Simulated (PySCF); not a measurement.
## Dipole response of Te⁺ (tellurium, charge +1)

[Kr] 4d10 5s2 5p3, high-spin 4S determinant. All numbers are calculated (PySCF 2.14, the spin-free X2C one-electron Hamiltonian (Gaussian nucleus), in aug-cc-pVQZ-DK3). Coupled (time-dependent) response in atomic units; α is the mean over directions.

```
method  mean α (bohr³)  C₆ (like pair)  S(−4)
   UHF           22.36           187.9  104.3
   PBE           22.56           188.8  110.5
  PBE0           22.22           185.6  104.7
```

S(−4) is the Cauchy moment in α(ω) = α(0) + S(−4) ω² + …

α(iu) at UHF:

```tsv
u (hartree)	α(iu) (bohr³)
0	22.36
0.0500	22.10
0.100	21.37
0.200	18.91
0.300	15.97
0.500	10.90
0.750	7.010
1.00	4.856
1.50	2.792
2.00	1.867
3.00	1.043
5.00	0.4713
```

For an ion, C₆ is the dispersion term alone; charge-induced terms of lower order in 1/R come first.
